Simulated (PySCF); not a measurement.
n-butyl acetate (C6H12O2), singlet, geometry from GFN2-xTB; MP2/STO-3G run with PySCF.

Here is a job for PySCF.
```python
from pyscf import gto, scf, mp

mol = gto.M(
    atom='''
C    -3.894407    0.594547   -0.339144
C    -2.680020   -0.315889   -0.204911
C    -1.384824    0.487346   -0.119514
C    -0.172190   -0.420922    0.015243
O     1.000337    0.391772    0.082755
C     2.168030   -0.251842    0.177666
C     3.315619    0.722488    0.237277
O     2.267997   -1.449484    0.208942
H    -3.818306    1.202287   -1.237828
H    -4.806963    0.006703   -0.398434
H    -3.969437    1.259622    0.518059
H    -2.783162   -0.931305    0.691237
H    -2.631969   -0.988236   -1.064036
H    -1.419767    1.158346    0.740578
H    -1.267984    1.099898   -1.015259
H    -0.232980   -1.033039    0.922494
H    -0.085877   -1.098704   -0.841851
H     3.187030    1.380720    1.092684
H     3.318282    1.332110   -0.662713
H     4.251204    0.178931    0.321783
''',
    basis='sto-3g',
    charge=0,
    spin=0,
    verbose=4,
)

mf = scf.RHF(mol)
mf.kernel()

pt = mp.MP2(mf)
pt.kernel()
print('E(MP2) = %.10f' % pt.e_tot)
```

What the program printed (banner, timings and long lists left out):

```
PySCF version 2.14.0

[INPUT] verbose = 4
[INPUT] num. atoms = 20
[INPUT] num. electrons = 64
[INPUT] charge = 0
[INPUT] spin (= nelec alpha-beta = 2S) = 0
[INPUT] symmetry False subgroup None
[INPUT] Mole.unit = angstrom
[INPUT] Symbol           X                Y                Z      unit          X                Y                Z       unit  Magmom
[...]
nuclear repulsion = 377.934579622035
number of shells = 36
number of NR pGTOs = 156
number of NR cGTOs = 52
basis = sto-3g
ecp = {}

******** <class 'pyscf.scf.hf.RHF'> ********
method = RHF
initial guess = minao
damping factor = 0
level_shift factor = 0
DIIS = <class 'pyscf.scf.diis.CDIIS'>
diis_start_cycle = 1
diis_space = 8
diis_damp = 0
SCF conv_tol = 1e-09
SCF conv_tol_grad = None
SCF max_cycles = 50
direct_scf = True
direct_scf_tol = 1e-13
Set gradient conv threshold to 3.16228e-05
Initial guess from minao.
init E= -380.798111715098
[...]
cycle= 1 E= -378.934650808869  delta_E= 1.86  |g|= 0.728  |ddm|= 5.35
[...]
cycle= 2 E= -379.081364300506  delta_E= -0.147  |g|= 0.427  |ddm|= 1.36
[...]
cycle= 3 E= -379.126454569391  delta_E= -0.0451  |g|= 0.0654  |ddm|= 0.508
[...]
cycle= 4 E= -379.128741478502  delta_E= -0.00229  |g|= 0.0313  |ddm|= 0.131
[...]
cycle= 5 E= -379.129222043191  delta_E= -0.000481  |g|= 0.0102  |ddm|= 0.0602
[...]
cycle= 6 E= -379.129311985046  delta_E= -8.99e-05  |g|= 0.00221  |ddm|= 0.0356
[...]
cycle= 7 E= -379.129315265859  delta_E= -3.28e-06  |g|= 0.000434  |ddm|= 0.00718
[...]
cycle= 8 E= -379.129315371635  delta_E= -1.06e-07  |g|= 7.21e-05  |ddm|= 0.00129
[...]
cycle= 9 E= -379.129315374919  delta_E= -3.28e-09  |g|= 1.26e-05  |ddm|= 0.000204
[...]
cycle= 10 E= -379.129315375016  delta_E= -9.78e-11  |g|= 2.52e-06  |ddm|= 3.4e-05
[...]
Extra cycle  E= -379.12931537502  delta_E= -3.41e-12  |g|= 1.04e-06  |ddm|= 4.66e-06
converged SCF energy = -379.12931537502

******** <class 'pyscf.mp.mp2.RMP2'> ********
nocc = 32, nmo = 52
E(RMP2) = -379.536637259848  E_corr = -0.407321884827808
E(SCS-RMP2) = -379.565956639873  E_corr = -0.436641264852939
E_corr(same-spin) = -0.0601673041620352
E_corr(oppo-spin) = -0.347154580665773
E(MP2) = -379.5366372598
```
